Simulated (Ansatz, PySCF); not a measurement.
System: CHNO, charge -1, multiplicity 2. 
Coordinates optimised at B3LYP-D3(BJ)/def2-TZVP (Ansatz, an electronic-structure program):
```xyz
4

N     -1.0837     0.3485     0.2184
C      0.0492    -0.3028     0.1444
O      1.1287    -0.0518    -0.3948
H     -1.7391    -0.2075     0.7628
```
Charge -1, spin multiplicity 2.

Total electronic energies in hartree. Correlated levels leave the core frozen unless marked. Open shells are spin-unrestricted. Spin-orbit coupling is left out. No relativistic terms. CBS marks a two-point X^-3 extrapolation of the correlation energy; Hartree-Fock from the larger set. The bracket is a focal-point correction in the basis named.

| level | program | energy (Eh) |
|---|---|---|
| HF/cc-pVTZ | Ansatz | -167.77653 |
| HF/aug-cc-pVQZ | Ansatz | -167.80079 |
| RI-HF/aug-cc-pVTZ | Ansatz | -167.79034 |
| TPSS/def2-TZVPD | PySCF | -168.76340 |
| PBE0-D4/def2-TZVP | Ansatz + dftd4 | -168.54087 |
| PBE0-D4/def2-TZVPD | Ansatz + dftd4 | -168.55013 |
| BHLYP-D4/def2-TZVPD | Ansatz + dftd4 | -168.64003 |
| MN15-D3(BJ)/def2-TZVPD | PySCF + dftd3 | -168.54986 |
| LC-wPBE-D4/def2-TZVPD | Ansatz + dftd4 | -168.62664 |
| B2GP-PLYP/def2-TZVPD | Ansatz | -168.58300 |
| B2PLYP-D3(BJ)/def2-TZVPD | Ansatz + dftd3 | -168.61976 |
| RI-MP2/cc-pVQZ | Ansatz | -168.42447 |
| SCS-MP2/6-31G* | Ansatz | -168.13305 |
| SCS-MP2/aug-cc-pVTZ | Ansatz | -168.37590 |
| RI-MP2/CBS(aug-cc-pVTZ,aug-cc-pVQZ)+[CCSD(T)-MP2]/aug-cc-pVTZ | Ansatz | -168.5002 |

Totals of different functionals don't rank their quality; only differences between species are comparable.
